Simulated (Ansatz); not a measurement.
Compare A (`C1OC[SiH2]O1`) with its isomer B (`COC(=O)[SiH3]`).

Program: Ansatz. Geometries: PBE0-D4/def2-TZVP. ΔE: electronic, gas phase. CCSD(T)/CBS is the MP2 limit (def2-TZVPP, def2-QZVPP) plus CCSD(T) − MP2 in def2-TZVPP, frozen cores. DFT in def2-TZVPP. B3LYP here is the variant with VWN-RPA as its local correlation; programs differ in this.

Q: Which is lower in electronic energy at CCSD(T)/CBS, and by how much? (Best estimate.)

A: The calculation gave: A, by 17.1 kcal/mol.

Q: Give E(B) − E(A) in kcal/mol with HF/def2-TZVPP, B3LYP-D4, PBE-D4, CCSD/def2-TZVPP, CCSD(T)/def2-TZVPP, BLYP-D4, ωB97M-V. (An estimate is asked.)

A: Computed: HF/def2-TZVPP 14.8, B3LYP-D4 12.8, PBE-D4 12.0, CCSD/def2-TZVPP 17.1, CCSD(T)/def2-TZVPP 15.9, BLYP-D4 8.7, ωB97M-V 16.5. None reverses the order clearly.

Q: Does the order hold for the free energy at 298.15 K (harmonic terms from PBE0-D4)? (Best estimate.)

A: The calculation gave: Yes: G(B) − G(A) = +11.6 kcal/mol. Modes under 60 cm⁻¹, often nearly free rotors, make the harmonic entropy too high.

Largest T1 diagnostic: 0.016.

From r2SCAN to r2SCAN0 (25 % exact exchange), in def2-TZVPP and without D4, E(B) − E(A) moves by +3.5 kcal/mol. In def2-TZVPP, CCSD(T) changes the Hartree–Fock value by +1.1 kcal/mol (the triples alone add −1.1 kcal/mol) and MP2 by +2.5 kcal/mol.
